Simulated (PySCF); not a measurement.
2-methylbut-1-ene (C5H10), SMILES CCC(C)=C.

The structure is a stationary point at PBE0-D3(BJ)/def2-SVP. One conformer was computed; it need not be the lowest.

These are TDA-PBE/def2-SVPD run with PySCF values and carry that method's errors.

Vertical excitations. Isolated molecule, no solvent.

```csv
state,energy (eV),λ (nm),f,main pairs
S1,6.02,206,0.019,HOMO→LUMO+1 92 %
S2,6.84,181,0.008,HOMO→LUMO+2 98 %
S3,6.88,180,0.070,"HOMO→LUMO+3 73 %, HOMO→LUMO 15 %"
S4,7.10,175,0.148,"HOMO→LUMO+4 52 %, HOMO→LUMO+3 23 %, HOMO→LUMO 19 %"
S5,7.35,169,0.000,HOMO−1→LUMO 92 %
S6,7.47,166,0.026,HOMO−2→LUMO 89 %
S7,7.59,163,0.251,"HOMO→LUMO+4 34 %, HOMO→LUMO 32 %, HOMO−2→LUMO 6 %"
S8,7.89,157,0.008,HOMO→LUMO+5 92 %
S9,7.95,156,0.016,HOMO−1→LUMO+1 93 %
S10,7.99,155,0.032,HOMO→LUMO+6 83 %
T1,4.37,284,0,HOMO→LUMO 97 %
T2,5.95,208,0,HOMO→LUMO+1 98 %
T3,6.75,184,0,HOMO→LUMO+2 98 %
T4,6.88,180,0,HOMO→LUMO+3 98 %
```
Triplets are in the Tamm–Dancoff approximation.
